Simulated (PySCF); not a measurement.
Input file for PySCF: U-B3LYP/6-31G* on BeClH (SMILES [BeH][Cl]), a point of a bond scan (R = 1.806 Å).

```python
from pyscf import gto, scf, dft, mp
from pyscf.data.elements import chemcore

mol = gto.M(
    atom='''
    Be   -0.00000000   -0.00000000   -1.33527396
    H    -0.00000000   -0.00000000   -2.65794482
    Cl    0.00000000    0.00000000    0.47053180
    ''',
    basis='6-31g*',
    cart=True,
    charge=0, spin=0, verbose=3, max_memory=1800)
mf = dft.UKS(mol, xc='b3lyp')
mf.conv_tol = 1e-8
mf.max_cycle = 100
mf.init_guess_breaksym = True
mf.kernel()
if not mf.converged:
    mf = mf.newton().run(mf.mo_coeff, mf.mo_occ)
for _ in range(4):
    mo, _, stable, _ = mf.stability(return_status=True)
    if stable:
        break
    mf.kernel(mf.make_rdm1(mo, mf.mo_occ))
```

It printed:

```
converged SCF energy = -475.609655762941  <S^2> = 1.7237767e-11  2S+1 = 1
<class 'pyscf.dft.uks.UKS'> wavefunction is stable in the internal stability analysis
```

Self-consistency was reached.

Cost: about 14 core-seconds (a rough figure).
